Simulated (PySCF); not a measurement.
Compound: C₇H₁₃ClSi.
SMILES with atom numbers: `[Cl:1][Si@H:2]([CH2:3][CH:4]1[CH2:5][CH2:6]1)[CH:7]1[CH2:8][CH2:9]1`

Cartesian coordinates in Å at the GFN2-xTB level; atoms count from 1:
```
atom  x, y, z in Å
Cl1    1.840   -2.362    1.776
Si2    0.866   -0.777    0.964
C3    -0.752   -1.400    0.171
C4    -1.552   -0.285   -0.461
C5    -3.038   -0.410   -0.610
C6    -2.459    0.550    0.387
C7     1.972    0.009   -0.344
C8     1.877    1.482   -0.637
C9     3.082    0.944    0.056
H10    0.598    0.177    2.044
H11   -1.364   -1.897    0.925
H12   -0.528   -2.154   -0.588
H13   -1.025    0.226   -1.257
H14   -3.513   -1.304   -0.234
H15   -3.506   -0.010   -1.496
H16   -2.542    0.299    1.434
H17   -2.535    1.608    0.187
H18    2.191   -0.613   -1.206
H19    1.975    1.806   -1.662
H20    1.179    2.072   -0.063
H21    4.012    0.893   -0.491
H22    3.211    1.165    1.104
```

NICS is the negative of the GIAO shielding at a point without a nucleus: at the ring centre (0) and 1 Å above and below it (1); zz is the component along the ring normal. Level: GIAO PBE0/pcSseg-1 (PySCF, non-relativistic, gas phase) on the GFN2-xTB geometry, one conformer.

Ring bond lengths (Å), with Mayer bond orders in brackets: C4–C5 1.499 (0.96), C5–C6 1.500 (0.97), C6–C4 1.497 (0.95); C7–C8 1.505 (0.95), C8–C9 1.490 (0.98), C9–C7 1.505 (0.96).

**Question.** Give the NICS values of each ring in ppm.

**Answer.** 
```json
{"ring": "C4–C5–C6", "type": "3-membered carbocycle; formal bonds all single", "NICS(0)": "-44.4", "NICS(1), two faces": "-8.8 / -8.6", "NICS(1)zz, two faces": "-23.3 / -21.1", "rms pucker (Å)": "0.00", "centre to ring atoms, mean (Å)": "0.87"}
{"ring": "C7–C8–C9", "type": "3-membered carbocycle; formal bonds all single", "NICS(0)": "-44.6", "NICS(1), two faces": "-9.0 / -8.2", "NICS(1)zz, two faces": "-22.5 / -23.9", "rms pucker (Å)": "0.00", "centre to ring atoms, mean (Å)": "0.87"}
```

**Question.** What do they say, and how far can they be read as aromaticity?

**Answer.** 
- C4–C5–C6: mean NICS(1)zz -22.2 ppm, shielded. C4, C5, C6 have four or more neighbours, and the NICS criterion for π rings isn't applied. NICS(0) lies 36 ppm below the mean NICS(1).
- C7–C8–C9: mean NICS(1)zz -23.2 ppm, shielded. C7, C8, C9 have four or more neighbours; no verdict on aromaticity is drawn. NICS(0) lies 36 ppm below the mean NICS(1).

**Question.** At the second NICS(1) probe listed for ring C4–C5–C6, 1 Å off the ring, what do the in-plane components average?

**Answer.** The isotropic value is a third of the trace: (3 × -8.6 − (-21.1))/2 = -2.3 ppm.

**Question.** How shielded are the nuclei of the rings and their hydrogens (means over atoms taken as equivalent)?

**Answer.** 
```csv
atoms,environment,σ isotropic (ppm),"principal values of the symmetric part, first atom (ppm)"
C4,three-membered-ring carbon,178.9,"152.9, 165.6, 218.1"
C5,three-membered-ring carbon,178.0,"144.5, 175.7, 213.7"
C6,three-membered-ring carbon,179.3,"146.9, 176.9, 213.9"
C7,sp3 carbon bound to silicon,185.6,"153.6, 178.1, 225.1"
C8,three-membered-ring carbon,183.4,"157.1, 179.7, 213.3"
C9,three-membered-ring carbon,184.2,"155.3, 178.1, 219.1"
H13,methine hydrogen,30.93,"23.0, 30.5, 39.3"
H14,methylene hydrogen,31.67,"25.6, 29.2, 40.2"
H15,methylene hydrogen,31.16,"24.9, 27.0, 41.6"
H16,methylene hydrogen,31.78,"26.9, 28.9, 39.5"
H17,methylene hydrogen,31.29,"26.0, 26.8, 41.1"
H18,methine hydrogen,31.76,"25.3, 28.6, 41.4"
H19,methylene hydrogen,31.02,"25.6, 26.1, 41.3"
H20,methylene hydrogen,31.34,"25.6, 28.8, 39.6"
```

The list is cut; further classes of hydrogen are left out.
